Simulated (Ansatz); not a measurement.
Gas-phase electronic energies from Ansatz, PBE0-D4/def2-TZVP geometries. CBS: MP2 limit from def2 TZ/QZ plus the TZ coupled-cluster correction, frozen cores. This one scheme is used for every species, atoms too. DFT in def2-TZVPP. B3LYP here is the variant with VWN-RPA as its local correlation; programs differ in this. No spin–orbit coupling; open shells (•) take unrestricted orbitals. Spin–orbit coupling would lower the free atoms: a little for C, S; clearly for Ga. Bonds to Ga are less sure, by a few kJ/mol each and by 10 to 20 or more in all where they break to atoms, as the def2 sets lack core-valence functions. Scalar relativity is left out up to krypton.

Reaction (atomization): `[CH3][Ga]1[S][S]1` → C• + Ga• + 3 H• + 2 S•

CCSD(T)/CBS gives +535.9 kcal/mol.

Another level gave +534.2 kcal/mol. Which?
A. PBE-QIDH/def2-TZVPP
B. B3LYP/def2-TZVPP
C. r2SCANh-D4/def2-TZVPP
D. BHLYP/def2-TZVPP

A. PBE-QIDH 534.2, r2SCANh-D4 535.3, BHLYP 503.2, B3LYP 518.4 kcal/mol.

Largest T1 diagnostic among the species: 0.014.

At CCSD(T), def2-SVP lies −45.2 kcal/mol from the extrapolated value and def2-TZVPP −17.0 kcal/mol: correlation converges slowly with the basis, and small sets miss more of it in the bonded molecule than in its fragments. From BLYP to BHLYP (50 % exact exchange), in def2-TZVPP and without D4, ΔE moves by −12.0 kcal/mol: exact exchange takes away binding that semilocal exchange gives to molecules.

For atomizations the MP2-based limit and the directly extrapolated one differ by several kJ/mol either way, and by 10 to 25 for some Ge, Se and Sn compounds, so smaller differences from it don't rank the levels.
